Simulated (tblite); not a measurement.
Species: C8H15N.
Numbering: `[CH2:1]=[C:2]([CH3:3])/[C:4]([CH3:5])=[CH:6]/[N:7]([CH3:8])[CH3:9]` (hydrogens: H10, H11 on C1; H12, H13, H14 on C3; H15, H16, H17 on C5; H18 on C6; H19, H20, H21 on C8; H22, H23, H24 on C9)

Computed with GFN2-xTB (tblite), gas phase: L-BFGS steps from a force-field or distance-geometry start until the largest atomic force falls under 0.01 eV/Å.

At the end of the run (lengths in Å): C9–H24 1.100, C2–C3 1.505, C3–H14 1.089, C4=C6 1.345, C1=C2 1.335, C3–H12 1.087, C5–H17 1.091, C6–N7–C9 117.7°, C8–N7–C9 111.9°, C3–C2–C4 118.5°, C6–N7–C8 114.3°, C1–C2–C4–C5 -12°, C2–C4–C6–N7 -178°, C4–C6–N7–C8 -161°, H19–C8–N7–C6 169°, H22–C9–N7–C6 -35°.

Question: These geometries were met on the way; a selection of coordinates is given. Order them by energy above the end point, lowest first.
A. C9–H24 1.086, C2–C3 1.501, C3–H14 1.078, C4=C6 1.338, C1=C2 1.337, C3–H12 1.084, C5–H17 1.077, C6–N7–C9 125.6°, C8–N7–C9 116.0°, C3–C2–C4 121.9°, C6–N7–C8 118.3°, C1–C2–C4–C5 1°, C2–C4–C6–N7 180°, C4–C6–N7–C8 -111°, H19–C8–N7–C6 85°, H22–C9–N7–C6 7°
B. C9–H24 1.093, C2–C3 1.508, C3–H14 1.090, C4=C6 1.347, C1=C2 1.337, C3–H12 1.085, C5–H17 1.089, C6–N7–C9 122.7°, C8–N7–C9 117.6°, C3–C2–C4 117.6°, C6–N7–C8 116.2°, C1–C2–C4–C5 7°, C2–C4–C6–N7 -169°, C4–C6–N7–C8 -122°, H19–C8–N7–C6 76°, H22–C9–N7–C6 23°
C. C9–H24 1.103, C2–C3 1.506, C3–H14 1.085, C4=C6 1.348, C1=C2 1.334, C3–H12 1.090, C5–H17 1.090, C6–N7–C9 125.1°, C8–N7–C9 117.7°, C3–C2–C4 119.8°, C6–N7–C8 117.1°, C1–C2–C4–C5 4°, C2–C4–C6–N7 -178°, C4–C6–N7–C8 -119°, H19–C8–N7–C6 81°, H22–C9–N7–C6 11°
D. C9–H24 1.095, C2–C3 1.505, C3–H14 1.089, C4=C6 1.349, C1=C2 1.335, C3–H12 1.086, C5–H17 1.091, C6–N7–C9 123.7°, C8–N7–C9 115.0°, C3–C2–C4 118.1°, C6–N7–C8 119.3°, C1–C2–C4–C5 14°, C2–C4–C6–N7 -166°, C4–C6–N7–C8 -137°, H19–C8–N7–C6 87°, H22–C9–N7–C6 21°
E. C9–H24 1.136, C2–C3 1.471, C3–H14 1.117, C4=C6 1.322, C1=C2 1.357, C3–H12 1.109, C5–H17 1.112, C6–N7–C9 125.1°, C8–N7–C9 117.7°, C3–C2–C4 123.7°, C6–N7–C8 117.2°, C1–C2–C4–C5 0°, C2–C4–C6–N7 180°, C4–C6–N7–C8 -109°, H19–C8–N7–C6 87°, H22–C9–N7–C6 13°

Answer: D (0.111 eV), B (0.180 eV), C (0.297 eV), A (0.486 eV), E (0.808 eV).

```tsv
step	E above end (eV)	rms distance from the end, all atoms (Å)	largest force (eV/Å)	rms shift of all bonds from the end (Å)
51	0.111	0.525	0.124	0.006
28	0.180	0.604	0.215	0.006
15	0.297	0.660	0.215	0.005
3	0.486	0.690	0.482	0.009
0	0.808	0.696	2.194	0.020
```

Rows stand in the order of the answer.
